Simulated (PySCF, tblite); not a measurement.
Isomers of C7H10O4, one GFN2-xTB conformer each. Single-point energies are computed at PBE0/pcSseg-1 (PySCF, gas phase, no added dispersion term), electronic only.

| SMILES | GFN2-xTB relative energy (kJ/mol) |
| --- | --- |
| CC[C@@H]1OC(=O)C(=O)O[C@H]1C | 0.0 |
| C=CCOC(=O)[C@@H](C)OC=O | 93.4 |
| CCOC(=O)C(=O)OC1CC1 | 79.8 |
| C/C=C/COC(=O)OC(C)=O | 18.1 |
| C[C@@H](OC=O)C(=O)OC1CC1 | 62.7 |

Conformers: `[CH3:1][CH2:2][C@@H:3]1[O:4][C:5](=[O:6])[C:7](=[O:8])[O:9][C@H:10]1[CH3:11]` with C1–C2–C3–O4 -59°, C2–C3–O4–C5 -83°, C3–O4–C5–O6 -177°, O4–C5–C7–O8 152°, C5–C7–O9–C10 5°; `[CH2:1]=[CH:2][CH2:3][O:4][C:5](=[O:6])[C@@H:7]([CH3:8])[O:9][CH:10]=[O:11]` with C1–C2–C3–O4 135°, C2–C3–O4–C5 143°, C3–O4–C5–O6 -3°, O4–C5–C7–C8 101°, C5–C7–O9–C10 51°; `[CH3:1][CH2:2][O:3][C:4](=[O:5])[C:6](=[O:7])[O:8][CH:9]1[CH2:10][CH2:11]1` with C1–C2–O3–C4 81°, C2–O3–C4–O5 0°, O3–C4–C6–O7 -13°, C4–C6–O8–C9 177°, C6–O8–C9–C10 -149°; `[CH3:1]/[CH:2]=[CH:3]/[CH2:4][O:5][C:6](=[O:7])[O:8][C:9]([CH3:10])=[O:11]` with C2–C3–C4–O5 5°, C3–C4–O5–C6 82°, C4–O5–C6–O7 3°, O5–C6–O8–C9 155°, C6–O8–C9–C10 166°; `[CH3:1][C@@H:2]([O:3][CH:4]=[O:5])[C:6](=[O:7])[O:8][CH:9]1[CH2:10][CH2:11]1` with C1–C2–O3–C4 -163°, C2–O3–C4–O5 2°, C1–C2–C6–O7 58°, C2–C6–O8–C9 -178°, C6–O8–C9–C10 140°.

Q: What does PBE0/pcSseg-1 give for the same structures?

A: 
```tsv
SMILES	PBE0/pcSseg-1 E (Eh)	PBE0/pcSseg-1 (kJ/mol)	GFN2-xTB (kJ/mol)	point group
CC[C@@H]1OC(=O)C(=O)O[C@H]1C	-572.97280	0.0	0.0	C1
C/C=C/COC(=O)OC(C)=O	-572.96536	19.5	18.1	C1
C=CCOC(=O)[C@@H](C)OC=O	-572.94735	66.8	93.4	C1
C[C@@H](OC=O)C(=O)OC1CC1	-572.94482	73.5	62.7	C1
CCOC(=O)C(=O)OC1CC1	-572.93992	86.3	79.8	C1
```

Both levels put the same isomer lowest; measured from each level's own lowest isomer, the values differ by up to 26.6 kJ/mol (C=CCOC(=O)[C@@H](C)OC=O: 93.4 against 66.8). As drawn, the highest has a three-membered ring, which the lowest lacks. Neighbours under 10 kJ/mol apart (C=CCOC(=O)[C@@H](C)OC=O and C[C@@H](OC=O)C(=O)OC1CC1) can change places with a better method, another conformer or zero-point energy.

Q: Which frontier levels, dipoles and rotational constants go with these structures?

A: 
```tsv
SMILES	HOMO (eV, PBE0/pcSseg-1)	LUMO (eV)	dipole (D)	A, B, C (MHz)
CC[C@@H]1OC(=O)C(=O)O[C@H]1C	-8.10	-1.81	6.45	1367, 1042, 878.5
C/C=C/COC(=O)OC(C)=O	-7.34	-0.44	2.84	1981, 574.6, 508.0
C=CCOC(=O)[C@@H](C)OC=O	-7.78	-0.06	2.35	2122, 595.7, 523.8
C[C@@H](OC=O)C(=O)OC1CC1	-8.02	0.08	2.42	1569, 833.6, 647.6
CCOC(=O)C(=O)OC1CC1	-7.81	-1.50	0.73	3102, 491.4, 460.3
```

Q: What happens when harmonic zero-point energies from GFN2-xTB frequencies are added?

A: 
```csv
SMILES,ZPE (kJ/mol),electronic (kJ/mol),with ZPE (kJ/mol)
CC[C@@H]1OC(=O)C(=O)O[C@H]1C,432.7,0.0,0.0
C/C=C/COC(=O)OC(C)=O,421.1,19.5,7.9
C=CCOC(=O)[C@@H](C)OC=O,421.5,66.8,55.6
C[C@@H](OC=O)C(=O)OC1CC1,425.9,73.5,66.7
CCOC(=O)C(=O)OC1CC1,427.1,86.3,80.7
```

The zero-point energies span 11.6 kJ/mol. The order is unchanged.
